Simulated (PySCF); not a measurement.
**A small calculation by hand: chemical shift, span and skew from a shielding tensor**

C₄H₄F₂, SMILES C(/C(=C)F)=C/F. Atoms are numbered in the order given.

```xyz
10

C      0.3486    -2.2392     0.0000
C      0.0171    -0.9408     0.0000
F     -1.2790    -0.5899     0.0000
C      0.9582     0.1694     0.0000
C      0.6795     1.4802     0.0000
F     -0.5498     1.9867     0.0000
H     -0.4260    -3.0069     0.0000
H      1.3963    -2.5387     0.0000
H      2.0166    -0.0981     0.0000
H      1.4526     2.2543     0.0000
```

The structure is a stationary point at B3LYP-D3(BJ)/def2-SVP. The structure was generated by enumeration; whether it is a known compound was not checked. One conformer was computed; it need not be the lowest.

GIAO shieldings from PBE0/pcSseg-1 (PySCF), non-relativistic, no solvent. The symmetric part of the tensor of F3 has the principal values 173.8, 280.3, 377.8 ppm. The same nucleus in CFCl3 has σ = 167.2 ppm at this level (PySCF, at its B3LYP-D3(BJ)/def2-TZVP geometry).

### Question
Work out the isotropic shielding, the ¹⁹F shift against CFCl3, the span and the skew.

### Answer

σ(iso) = (σ11 + σ22 + σ33)/3 = 277.3 ppm. δ = σ(ref) − σ(iso) = 167.2 − (277.3) = -110.1 ppm.
Span Ω = σ33 − σ11 = 204.0 ppm. Skew κ = 3(σ(iso) − σ22)/Ω = -0.04. Tumbling in solution averages the tensor to δ; in a static solid the shielding alone would spread this spin-1/2 line over Ω.
